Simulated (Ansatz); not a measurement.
A set of 12 reactions (atomization), with CCSD(T)/CBS values in kJ/mol:

```
                                              reaction      ΔE
                  `CC1=C(N)S1` → 3 C• + 5 H• + N• + S•  3853.1
               `O=CC(F)S` → 2 C• + F• + 3 H• + O• + S•  3084.5
             `FC1(S)C=N1` → 2 C• + F• + 2 H• + N• + S•  2665.3
`C[SiH2]N[PH][AlH2]` → Al• + C• + 9 H• + N• + P• + Si•  4417.7
           `B[SiH](C)BF` → 2 B• + C• + F• + 7 H• + Si•  4244.8
    `FC[SiH]([SiH3])Cl` → C• + Cl• + F• + 6 H• + 2 Si•  3579.7
                  `O=C1CC=CS1` → 4 C• + 4 H• + O• + S•  4445.0
           `FC([SiH3])Cl` → C• + Cl• + F• + 4 H• + Si•  2543.8
        `C[SiH2]C[SiH2]Cl` → 2 C• + Cl• + 9 H• + 2 Si•  4866.2
         `C[SiH](F)CCl` → 2 C• + Cl• + F• + 6 H• + Si•  4062.7
   `[SiH3]/N=[CH]\[SnH3]` → C• + 7 H• + N• + Si• + Sn•  3351.1
                           `CC=C=O` → 3 C• + 4 H• + O•  3448.6
```

Program: Ansatz. Geometries: PBE0-D4/def2-TZVP. ΔE: electronic, gas phase. CCSD(T)/CBS adds triple-zeta CCSD(T) − MP2 to the extrapolated MP2 energy (def2 sets, frozen cores). This one scheme is used for every species, atoms too. DFT in def2-TZVPP. B3LYP here is the variant with VWN-RPA as its local correlation; programs differ in this. No spin–orbit coupling; open shells (•) take unrestricted orbitals. Spin–orbit coupling would lower the free atoms: a little for Al, B, C, Cl, F, O, S, Si; strongly for Sn. def2 core potentials past Kr. For Sn outer-core shells are correlated without core-valence functions, so the limit isn't a true one: a few kJ/mol of doubt a bond, and 10 to 20 or more in all where bonds break to atoms. One conformer a species, not always the lowest.

Give the mean, mean absolute and largest difference (level minus CCSD(T)/CBS, kJ/mol) for: PBE-D4, r2SCAN-D4, B3LYP-D4, ωB97X-V, PBE, PBE0, HF/def2-TZVPP, MP2/def2-TZVPP, SCS-MP2/def2-TZVPP, CCSD/def2-TZVPP, CCSD(T)/def2-TZVPP, HF/def2-QZVPP, MP2/def2-QZVPP, HF/CBS(def2). (An estimate is asked.)

Computed: 
```json
{"level": "PBE-D4", "mean": "86.9", "mean absolute": "87.0", "largest": "218.6"}
{"level": "r2SCAN-D4", "mean": "17.0", "mean absolute": "22.7", "largest": "60.3"}
{"level": "B3LYP-D4", "mean": "2.7", "mean absolute": "15.3", "largest": "28.9"}
{"level": "ωB97X-V", "mean": "22.9", "mean absolute": "22.9", "largest": "45.1"}
{"level": "PBE", "mean": "64.6", "mean absolute": "76.7", "largest": "192.5"}
{"level": "PBE0", "mean": "-4.1", "mean absolute": "39.7", "largest": "64.5"}
{"level": "HF/def2-TZVPP", "mean": "-1035.4", "mean absolute": "1035.4", "largest": "-1317.1"}
{"level": "MP2/def2-TZVPP", "mean": "-42.2", "mean absolute": "49.6", "largest": "-134.9"}
{"level": "SCS-MP2/def2-TZVPP", "mean": "-58.2", "mean absolute": "58.2", "largest": "-91.6"}
{"level": "CCSD/def2-TZVPP", "mean": "-163.1", "mean absolute": "163.1", "largest": "-224.0"}
{"level": "CCSD(T)/def2-TZVPP", "mean": "-102.1", "mean absolute": "102.1", "largest": "-132.1"}
{"level": "HF/def2-QZVPP", "mean": "-1029.8", "mean absolute": "1029.8", "largest": "-1312.4"}
{"level": "MP2/def2-QZVPP", "mean": "18.3", "mean absolute": "43.0", "largest": "91.4"}
{"level": "HF/CBS(def2)", "mean": "-1028.9", "mean absolute": "1028.9", "largest": "-1311.6"}
```

The largest T1 diagnostic in the set is 0.018, for Al• (customary mark 0.045).

CCSD(T)/CBS is a level of theory with its own doubt, and the functionals carry their triple-zeta basis error, so these figures describe this set and don't rank the functionals.
